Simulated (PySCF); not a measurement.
## Structure elucidation problem

An unknown has the formula C4H9FOSi. Its calculated NMR data are:

¹H NMR (500 MHz, computed): δ 5.15 (m, 2H), 5.07 (m, 2H), 4.49 (m, 1H), 4.40 (m, 1H), 2.02 (s, 3H).

¹³C{¹H} NMR (computed): δ 160.7 (C), 98.5 (CH2), 76.9 (CH2), 21.7 (CH3).

No relativistic terms, one conformer, gas phase, equivalent nuclei averaged. σ from GIAO-PBE0/pcSseg-1; structure optimised with GFN2-xTB; PySCF.

Referencing at the same level of theory: TMS for ¹H (31.72 ppm) and ¹³C (186.93 ppm).

Choose the structure that fits.
A. C=C(CCF)[SiH2]O
B. C/C(=C/O[SiH3])CF
C. CCO/C=C\[SiH2]F
D. C=C(C)O[SiH2]CF
E. CO[Si@@H]1CC[C@H]1F

Answers

D. 

1. Rings plus π bonds: 1 (no ring in the answer).
2. 4 carbon signals for 4 carbons: no two carbons are equivalent.
3. Carbon types of the structure: 1 × C, 2 × CH2, 1 × CH3, leaving 2 H on heteroatoms.
4. δC 160.7: alkene carbon bearing oxygen; an sp2 carbon further deshielded by the attached heteroatom.
5. δC 98.5: β carbon of an enol-ether or enamine type C=C; the O or N lone pair pushes π density onto this β carbon and shields it.
6. δC 76.9: sp3 CH2 bonded to F and Si; the inductive effect lowers its shielding.
7. δC 21.7: allylic methyl carbon; aliphatic region, no heteroatom directly attached.
8. δH 5.07: hydrogen on an sp3 CH2 bonded to F and Si; its carbon carries F, an electronegative neighbour.

The others: CCO/C=C\[SiH2]F has carbons computed at 167.0, 100.2, 70.2, 17.4, with a different DEPT pattern; C/C(=C/O[SiH3])CF would give 4 signals for carbon-bound and other non-exchanging H, not 5; C=C(CCF)[SiH2]O has carbons computed at 160.1, 137.3, 92.0, 45.6, with a different DEPT pattern; CO[Si@@H]1CC[C@H]1F would give 7 signals for carbon-bound and other non-exchanging H, not 5.

Splittings by ¹⁹F in the carbon and heteronuclear signals aren't shown, as no couplings were computed. Shifts are as computed. Against solution values, carbons near 30 ppm lie about +3 ppm off and those near 130 ppm about +5 ppm. Of 1211 compounds with measured shifts, 218 miss one by over three times the rms of a fit or turn the order of signals round; such compounds aren't used in these exercises. No couplings were computed; multiplicities are counted from neighbouring protons, with m where these are inequivalent, close in shift, in a saturated or five-membered ring or joined by F or P, and br s for small geminal =CH2 splittings.
